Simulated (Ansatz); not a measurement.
Ansatz (a program for electronic structure) input:

Ansatz 0.2 input:
```yaml
crystal:
  periodic: [false, false, false]
  atoms:
    - {symbol: S, position_ang: [1.63749348, -0.85657043, 0.01723066]}
    - {symbol: B, position_ang: [0.15035036, 0.09925538, 0.06931417]}
    - {symbol: S, position_ang: [-0.30613823, 1.75408841, 0.49482111]}
    - {symbol: S, position_ang: [-1.37470609, -0.90903685, -0.62550926]}
    - {symbol: H, position_ang: [2.47409706, 0.11623161, 0.42400917]}
    - {symbol: H, position_ang: [0.92843983, 2.19233671, 0.80380907]}
    - {symbol: H, position_ang: [-1.14427268, -2.09746585, -0.02354289]}
    - {symbol: H, position_ang: [-2.31640259, -0.52307739, 0.26447364]}
basis:
  gaussian:
    orbitals: def2-TZVPD
hamiltonian:
  xc: {name: wB97X-V}
total_charge: 1
output: {forces: true}
```

**Question.** What final total energy does it print?

**Answer.** -1221.47186 Eh (wB97X-V/def2-TZVPD). The basis has 211 functions.

It need not be the lowest isomer of its formula.
